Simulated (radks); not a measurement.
Task: The mean radii <r> (bohr) of the occupied orbitals of an atom or ion are listed with their occupations. Method: scalar-relativistic Kohn-Sham, BLYP, spin-polarised, spherical densities, finite nucleus; Fermi nuclear charge, rms radius of each element as measured or else 0.836 A^(1/3) + 0.57 fm; computed with a radial shooting solver on a logarithmic mesh with Libxc functionals.

orbital  occ.      <r>
1s up       1  0.05032
1s down     1  0.05032
2s up       1   0.2256
2s down     1   0.2255
2p up       3   0.1978
2p down     3   0.1976
3s up       1   0.6149
3s down     1   0.6159
3p up       3   0.6160
3p down     3   0.6171
3d up       1   0.5869

Name the element and its charge. Open shells, if any, are filled with parallel spins first.

Result: Z = 30, zinc, charge +11: Zn11+ in [Ar] 3d1. The 1s radius gives Z: for a bare nucleus <r> = (2 gamma + 1)/(2Z) with gamma = sqrt(1 - (Z/c)^2), 0.04919 bohr for Z = 30, and screening makes it slightly larger (0.05032 here). The occupations add up to 19, and the charge is Z minus that.
